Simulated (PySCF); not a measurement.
Electron affinity of Tl by level of theory

Tl- [Xe] 4f14 5d10 6s2 6p2 (3P) → Tl [Xe] 4f14 5d10 6s2 6p1 (2P), as a difference of total energies. All numbers are calculated (PySCF 2.14, scalar relativity through the core potential, in aug-cc-pwCVDZ-PP with ECP60MDF (6s5p4d1f, 48 functions)). Correlated levels: valence: 5s2 5p6 5d10 frozen. The calculations carry no spin-orbit coupling.

| method | electron affinity (eV) | difference from reference (eV) |
| --- | --- | --- |
| UHF | -0.003 | -0.323 |
| MP2 (valence) | 0.214 | -0.106 |
| SCS-MP2 (valence) | 0.131 | -0.189 |
| CCSD (valence) | 0.251 | -0.069 |
| CCSD(T) (valence) | 0.270 | -0.050 |
| CCSDT (valence) | 0.276 | -0.044 |

Reference: 0.320 eV (measured; photodetachment measurements, as compiled on the Wikipedia data page of electron affinities).

Spin-orbit coupling is strong in these open shells (close to jj coupling). The scalar numbers leave it out and a first-order estimate fails, so it can dominate the gap to the real levels.

Errors of the correlated levels include the incompleteness of this basis and the frozen core.

A negative affinity means that the anion lies above the atom at that level of theory.
